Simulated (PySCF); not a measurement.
C3H2O, SMILES C#CC=O.

Coordinates come from a B3LYP-D3(BJ)/def2-SVP optimisation.

The numbers are results of PySCF with B3LYP-D3(BJ)/def2-SVP, not measurements.

Harmonic, unscaled wavenumbers; measured fundamentals usually lie a few per cent lower.

| mode | ν (cm⁻¹) | IR (km/mol) | moving atoms (share of kinetic energy) |
|---|---|---|---|
| 1 | 217 | 4.8 | C 61 %, O 24 %, H 15 % |
| 2 | 289 | 8.8 | C 74 %, H 24 % |
| 3 | 637 | 12.2 | C 64 %, O 31 % |
| 4 | 703 | 37.5 | H 76 %, C 24 % |
| 5 | 761 | 25.6 | H 75 %, C 25 % |
| 6 | 961 | 97.8 | C 85 %, H 13 % |
| 7 | 1010 | 1.1 | H 53 %, C 44 % |
| 8 | 1405 | 11.5 | H 83 %, C 9 % |
| 9 | 1800 | 184.2 | C 59 %, O 39 % |
| 10 | 2204 | 67.9 | C 91 %, H 9 % |
| 11 | 2926 | 80.4 | H 92 % |
| 12 | 3461 | 54.1 | H 86 %, C 14 % |
